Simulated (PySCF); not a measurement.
Molecule: `[SiH3][SiH2]c1ccncc1`, C$_{5}$H$_{9}$NSi$_{2}$.

Cartesian coordinates in Å; atom numbers follow the order of the lines, from 1:
```xyz
17

Si    2.886    0.211   -0.667
Si    1.407   -0.297    1.039
C    -0.371   -0.123    0.415
C    -1.043   -1.186   -0.182
C    -2.332   -0.999   -0.652
N    -2.977    0.152   -0.570
C    -2.345    1.171   -0.012
C    -1.056    1.086    0.488
H     2.719    1.581   -1.162
H     4.274    0.085   -0.216
H     2.729   -0.676   -1.823
H     1.529   -1.672    1.544
H     1.516    0.588    2.208
H    -0.566   -2.151   -0.274
H    -2.882   -1.808   -1.117
H    -2.904    2.097    0.035
H    -0.591    1.952    0.936
```

Frames of a GFN2-xTB Langevin trajectory at 600 K; GIAO PBE0/pcSseg-1 shieldings in PySCF, gas phase, non-relativistic; equivalent atoms averaged within each frame.

Shifts are taken against calculated references (same method and geometry level): 29Si (σ = 349.16 ppm), 13C (σ = 186.93 ppm), 1H (σ = 31.72 ppm) against TMS; NH3 for 15N (σ = 267.73 ppm). The references are static minima.

**Question.** How do the shifts (ppm) fluctuate along the trajectory?

**Answer.** 
```
         time (fs)    Si2     Si1  C5/C7     C3  C4/C8     N6  H15/H16  H14/H17  H12/H13  H9/H10/H11
optimised geometry  -70.4  -114.4  155.1  147.2  135.1  362.8     8.93     7.55     4.62        3.49
               250  -57.1  -119.1  161.0  154.9  136.1  391.6     9.47     7.48     5.68        3.77
               425  -59.1  -105.6  155.5  152.1  137.1  385.6     9.54     7.84     5.06        4.82
               625  -72.1  -107.2  159.3  133.5  136.2  387.0     9.61     7.68     4.43        3.65
               800  -87.9  -116.4  155.7  152.1  137.6  359.2     9.04     7.77     4.61        3.09
              1000  -58.4  -137.6  162.3  129.1  129.8  427.3    10.02     7.13     5.32        2.88
    mean of frames  -66.9  -117.2  158.7  144.3  135.4  390.2     9.54     7.58     5.02        3.64
standard deviation   13.2    12.8    3.1   12.1    3.2   24.4     0.35     0.29     0.51        0.76
```

5 frames give an uncertainty of the mean of about the standard deviation over 2.2 at best, since frames this close in time may not be independent; classical motion lacks zero-point vibration, and the reference would need the same averaging.
